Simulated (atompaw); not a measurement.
# What one change does to a pseudopotential (silver (Ag), PAW (atompaw))

| Property | Result |
| --- | --- |
| Element | Ag (Z = 47) |
| Generator | atompaw 4.2.0.5 |
| Type | PAW |
| Functional | PBE |
| Relativity | scalar-relativistic |
| Frozen core | [Kr] |
| Valence charge | 11 |
| Reference configuration | 4d10 5s1 5p0 |
| Partial waves | 5s (bound): rc 2.75 bohr; 5s channel at 0.05 Ry: rc 2.75 bohr; 5p (bound, empty): rc 2.75 bohr; 5p channel at 3.2 Ry: rc 2.75 bohr; 4d (bound): rc 2.75 bohr; 4d channel at 1.45 Ry: rc 1.70 bohr |
| Local potential | troulliermartins scheme with l = 3 at 0 Ry, radius 2.45 bohr |
| Core correction | smooth core density matched at 2.00 bohr |
| Augmentation charge | sinc compensation charge, radius 2.15 bohr; PAW radius 2.75 bohr; waves and projectors: custom rrkj gramschmidtortho |

Change: all radii scaled by about 0.96 (s 2.64, p 2.64, d 2.64 bohr); local potential troulliermartins scheme with l = 3 at 0 Ry, radius 2.36 bohr; augmentation sinc compensation charge, radius 2.06 bohr; PAW radius 2.64 bohr; waves and projectors: custom rrkj gramschmidtortho; core correction smooth core density matched at 1.92 bohr.

Cutoffs: the cutoffs (Ry, on a coarse ladder) from which the occupation-weighted sum of valence levels, in a spherical-Bessel basis at the reference potential, stays within 10 and 1 mRy of its value at 400 Ry; they do not see the model core or the augmentation charge, which bear on the density cutoff.

Problem. What does the change do?

Solution. The potential gets harder (15 Ry and 21 Ry → 15 Ry and 25 Ry); both files keep a bound ghost (s). A smaller radius makes the pseudo-wave follow the all-electron one further in, where it bends more sharply, so more plane waves are needed.

```tsv
quantity	base	changed
cutoff, loose	15 Ry	15 Ry
cutoff, tight	21 Ry	25 Ry
loose cutoff by channel (10 mRy a level)	s 6 Ry, d 10 Ry	s 6 Ry, d 12 Ry
bound ghosts	s	s
lowest overlap eigenvalue by channel	s 0.29, p 0.65, d 0.78	s 0.29, p 0.60, d 0.79
```

 A true bound ghost makes a file unfit for plane-wave use even where its test errors are small: the radial tests pick states by their node count and pass the ghost by. The cutoffs see the waves, projectors and local potential, not the compensation charge or the core.
